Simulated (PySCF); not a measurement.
Species: C6H16AlN.
Geometry (PBE0-D3(BJ)/def2-SVP, Å), atoms numbered from 1 in this order:
```xyz
24
C6H16AlN angstrom
C     -1.744    1.979    0.708
Al    -1.329    0.413   -0.430
C     -1.558   -1.462    0.245
C     -0.145   -2.024    0.471
C      0.865   -1.331   -0.436
N      0.753    0.143   -0.330
C      1.261    0.620    0.959
C      1.460    0.809   -1.424
H     -1.557    1.803    1.781
H     -1.188    2.888    0.418
H     -2.814    2.237    0.616
H     -1.523    0.611   -2.022
H     -2.163   -1.551    1.161
H     -2.079   -2.058   -0.523
H      0.162   -1.895    1.523
H     -0.072   -3.109    0.282
H      0.647   -1.587   -1.486
H      1.908   -1.639   -0.230
H      1.148    1.710    1.018
H      0.689    0.176    1.783
H      2.327    0.357    1.080
H      1.055    0.468   -2.385
H      1.309    1.895   -1.354
H      2.544    0.596   -1.385
```

Computed with PBE0-D3(BJ)/def2-SVP geometry optimisation, gas phase (PySCF 2.14.0).

(1) Which atoms are bound to Al2, and at what distances?

(2) List the angles at Al2.

(3) Describe the arrangement about Al2 in numbers.

(4) What are the other bond lengths?

(5) Give some angles away from the centre.

(6) What are the rotational constants (commonest isotopes, rigid rotor)?

## Answers

(1) 4 atoms: H12 1.615 Å, C1 1.980 Å, C3 2.006 Å, N6 2.102 Å. The nearest atom not counted as bound is H11, at 2.57 Å.

(2) 
| angle | degrees | distance of the outer atoms (Å) |
| --- | --- | --- |
| C1–Al2–C3 | 121.4 | 3.48 |
| C1–Al2–H12 | 116.4 | 3.06 |
| C3–Al2–H12 | 115.6 | 3.07 |
| C1–Al2–N6 | 106.4 | 3.27 |
| N6–Al2–H12 | 100.5 | 2.87 |
| C3–Al2–N6 | 88.7 | 2.87 |

(3) Angles from 88.7° to 121.4°; τ4 = (360° − α − β)/141° = 0.87 with α and β the two widest (0 for a square, 1 for a tetrahedron). The Al–C distances aren't all alike: 1.980 to 2.006 Å.

(4) C3–C4 1.537 Å; C4–C5 1.525 Å; C5–N6 1.482 Å; N6–C7 1.465 Å; N6–C8 1.463 Å; C1–H9, C1–H10, C1–H11 1.104 Å; C3–H13 1.102 Å; C3–H14 1.104 Å; C4–H15 1.103 Å; C4–H16 1.104 Å; C5–H17 1.102 Å; C5–H18 1.107 Å; C7–H19, C7–H20, C7–H21 1.100 Å; C8–H22, C8–H23, C8–H24 1.101 Å.

(5) Al2–C3–C4 106.6°, C3–C4–C5 110.8°, C4–C5–N6 111.0°, C5–N6–C7 111.2°, C5–N6–C8 111.3°, C7–N6–C8 110.0°, Al2–N6–C5 101.5°, Al2–N6–C7 110.1°, Al2–N6–C8 112.6°.

(6) A = 1849, B = 1643, C = 1168 MHz: an asymmetric top.

Point group: C1 (no symmetry element, even within 0.4 Å). Charge 0, singlet. PBE0-D3(BJ)/def2-SVP frequencies: not computed here.

One conformer stands for the species.
